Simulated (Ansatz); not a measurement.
Zn₆O₁₀H₈ was relaxed with PBE-D4 (def2-SVP) in Ansatz in these states: charge +1 doublet, neutral singlet. The geometries follow in no particular order.

A:

```tsv
atom	x (Å)	y (Å)	z (Å)
Zn1	-1.2248	1.2435	-0.6538
Zn2	2.0934	-0.9663	0.4366
Zn3	-0.4578	-2.2019	0.0366
Zn4	0.5982	-0.4880	-1.9457
Zn5	0.9094	1.4849	1.1869
Zn6	-0.2293	-0.9455	2.1609
O7	-2.7700	0.6259	0.2242
O8	-0.1343	2.7669	0.1449
O9	-1.8626	-1.6932	1.3264
O10	0.2050	-0.0365	0.0001
O11	-0.5856	0.9397	-2.5637
O12	-0.2797	-2.3008	-1.8956
O13	0.0534	0.8346	2.8868
O14	2.7445	0.7760	1.1804
O15	1.0288	-2.2555	1.3793
O16	2.4814	-0.9295	-1.5370
H17	-3.5719	0.5613	-0.3233
H18	-0.6442	3.4179	0.6606
H19	-2.3306	-0.8839	0.9313
H20	-0.1196	1.7276	-2.9006
H21	-1.1358	-2.3435	-2.3603
H22	-0.8199	1.2557	3.0061
H23	3.3299	1.2084	0.5309
H24	2.7223	-1.7976	-1.9122
```

B:

```xyz
24

Zn   -1.551   -0.639    0.867
Zn    2.263    0.720   -0.065
Zn   -0.386    1.531   -1.687
Zn   -0.055    1.873    1.164
Zn    1.098   -1.845    0.527
Zn    0.396   -0.913   -2.142
O    -2.565   -0.782   -0.698
O    -0.432   -2.074    1.679
O    -1.162    0.085   -2.704
O     0.226    0.083   -0.028
O    -1.435    0.918    2.107
O    -0.649    2.918   -0.414
O     0.978   -2.527   -1.331
O     2.841   -1.000    0.641
O     1.515    0.773   -1.871
O     1.881    2.117    1.248
H    -3.535   -0.731   -0.631
H    -0.816   -2.967    1.749
H    -1.882   -0.269   -2.061
H    -1.248    0.675    3.033
H    -1.509    3.377   -0.409
H     0.471   -3.333   -1.533
H     3.357   -1.016    1.467
H     2.198    3.026    1.093
```

Judge from the bond lengths which geometry belongs to which state (an estimate).

A is the neutral singlet (Zn2–Zn3 2.863 Å, Zn2–Zn6 2.893 Å, Zn5–O10 2.054 Å); B is the charge +1 doublet (Zn2–Zn3 3.211 Å, Zn2–Zn6 3.236 Å, Zn5–O10 2.188 Å).
